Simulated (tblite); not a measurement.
Compound: C₄H₆OSSi.
Numbering: `[O:1]=[C:2]1[CH2:3][S:4][CH:5]=[C:6]1[SiH3:7]` (hydrogens: H8, H9 on C3; H10 on C5; H11, H12, H13 on Si7)

Level: GFN2-xTB in tblite, geometry and Hessian alike; calculated harmonic values, unscaled, isolated species. This tight-binding method is rough: wavenumbers can miss measured ones by several per cent, in bad cases by 10 to 20. Modes of hydrogen on silicon can be 10 to 20 % off.

Harmonic wavenumbers (cm⁻¹): 68.3, 109.9, 128.6, 158.9, 323.7, 359.0, 464.2, 501.0, 514.3, 560.6, 584.2, 725.5, 766.9, 768.3, 782.9, 805.9, 810.2, 824.4, 832.2, 941.3, 1029.9, 1104.2, 1162.2, 1244.7, 1387.1, 1552.7, 1722.9, 2257.6, 2294.0, 2294.9, 2990.2, 3000.6, 3134.6.

A = 3246, B = 1351, C = 970.4 MHz; mass 129.991 u (most abundant isotopes); point group Cs, symmetry number 1.

Task: What is the zero-point energy?

Result: Half the sum of the wavenumbers: 18103 cm⁻¹ = 51.76 kcal/mol.

Task: What is S at 350 K and 1 bar for an ideal gas of classical rigid rotors and harmonic oscillators?

Result: Translation 41.32, rotation 29.19, vibration 24.73: S = 95.2 cal/(mol K).

Task: And Cp and H(350 K) − H(0)?

Result: Cp = 35.84 cal/(mol K), of which vibrations give 27.89 (their classical limit is 33 R = 65.6); H(350 K) − H(0) = 7.52 kcal/mol without the zero-point energy, 4.74 from vibrations.

Task: What must be added to the electronic energy to get the Gibbs energy at 350 K and 1 bar?

Result: ZPE + [H(350 K) − H(0)] − T·S = 51.76 + 7.52 − 33.34 = 25.94 kcal/mol.

Task: How do the functions run with temperature in this model?

Result: 
```tsv
T (K)	S (cal/(mol K))	Cp (cal/(mol K))	H − H(0) (kcal/mol)	G − H(0) (kcal/mol)	ln q(vib)
150	72.8	19.0	1.99	-8.93	1.87
250	84.6	27.8	4.33	-16.81	3.70
298.15	89.8	31.9	5.77	-21.01	4.62
400	100.3	39.2	9.40	-30.70	6.60
600	118.2	49.1	18.31	-52.59	10.47
900	139.9	57.7	34.45	-91.43	15.86
```

q(vib) and H(0) count from the zero-point level.

Task: Blend soft modes into free rotors: weight 1/[1 + (100 cm⁻¹/ν̃)⁴] for the oscillator and the rest for a rotor with moment μB/(μ + B), μ = h/(8π²ν), B = 10⁻⁴⁴ kg m². What vibrational entropy results?

Result: 23.36 cal/(mol K) in place of 24.73, which changes −T·S at 350 K by +0.48 kcal/mol.

Hindered rotation and anharmonicity are outside this model.
